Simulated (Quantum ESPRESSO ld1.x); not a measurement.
Values are calculated unless marked as measured or tabulated.
One sound ld1.x (Quantum ESPRESSO 7.5) input for neutral terbium gives E = -11229.602 hartree in 34 iterations:

```
 &input
    zed=65.0,
    iswitch=1,
    rel=0,
    dft='PBE',
    config='[Xe] 4f9 6s2',
    prefix='ld1',
    max_out_wfc=37,
    file_charge='ld1.rho',
 /
```

Changed or added lines, one case at a time, and what came of them:

- config='[Xe] 4f9 6s2 7p4': not converged. The string holds 69 electrons for Z = 65, so the species has charge -4 and is not the one meant. The extra electrons are not bound, and the cycle does not converge.
- zed=118.0: refused. The program stops in ld1_readin with "wrong nuclear charge zed: 118.00": zed must lie above 0 and at most 103.
- config='[Xe] 4f9 6s2 2d1': refused. The program stops in el_config with "main/angular quantum number mismatch": l must be smaller than n.
- nspin=1: refused. The program stops in ld1_readin with "reading input namelist": the namelist holds a keyword that &input does not know.
- dft='HF': refused. The program stops in ld1_setup with "HF not implemented yet": ld1.x has no Hartree-Fock; KLI and OEP are its exact-exchange options.
- rel=2 lsd=1: refused. The program stops in ld1_readin with "local spin density and spin-orbit not allowed": spin polarisation goes with rel = 0 or 1 alone.
- config='[Xe] 4f9 6s2 7d-1': harmless. A negative occupation marks a state as unused; the result equals that of the sound run.
